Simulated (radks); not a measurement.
Ar IV, 15 electrons, occupied as [He] 2s2 2p5.75 3s2 3p3.25 (fractional occupations, a model configuration).

Method: Dirac Kohn-Sham, SOGGA, spin-unpolarised, spherical densities, point nucleus; open shells fill j = l - 1/2 first; computed with a radial shooting solver on a logarithmic mesh with Libxc functionals.

Energy parts (eV):
| part | energy |
|---|---|
| total | -14233.301 |
| kinetic | 14323.157 |
| electron-nucleus | -33269.955 |
| Hartree | 5482.584 |
| exchange-correlation | -769.088 |

Orbitals (lengths in bohr, moments of r in powers of bohr; r(max) is where P^2 peaks):
orbital  occ.  eigenvalue (eV)   r(max)  small-component weight
1s1/2       2        -3175.279  0.05611                4.11e-03
2s1/2       2        -350.6511   0.3377                6.69e-04
2p1/2       2        -286.1521   0.2781                6.49e-04
2p3/2    3.75        -283.8787   0.2799                6.44e-04
3s1/2       2         -66.4813    1.122                1.35e-04
3p1/2       2         -50.9331    1.179                1.16e-04
3p3/2    1.25         -50.6756    1.184                1.15e-04

The highest occupied level is 3p3/2 at -50.676 eV. The density falls to 0.001 e/bohr^3 at r = 2.96 bohr. Summed over all electrons, <r^2> = 12.29 bohr^2, which gives a Langevin (diamagnetic) susceptibility term of -9.73 x 10^-6 cm^3/mol.
